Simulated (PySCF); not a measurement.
**Ionisation energy of N⁺ by level of theory**

N⁺ [He] 2s2 2p2 (3P) → N²⁺ [He] 2s2 2p1 (2P), as a difference of total energies. All numbers are calculated (PySCF 2.14, the non-relativistic Hamiltonian (point nucleus), in aug-cc-pwCVDZ). Correlated levels: valence: 1s2 frozen. The calculations carry no spin-orbit coupling.

| method | ionisation energy (eV) |
| --- | --- |
| UHF | 29.169 |
| MP2 (valence) | 29.428 |
| SCS-MP2 (valence) | 29.314 |
| CCSD (valence) | 29.263 |
| CCSD(T) (valence) | 29.272 |
| CCSDT (valence) | 29.274 |

Q: How much does correlation contribute at CCSD(T) (valence)?

A: 29.272 − (29.169) = 0.103 eV, measured against UHF.

Errors of the correlated levels include the incompleteness of this basis and the frozen core.

For comparison: 29.601 eV (semi-empirical (NIST evaluation); NIST Atomic Spectra Database, ionization energies).
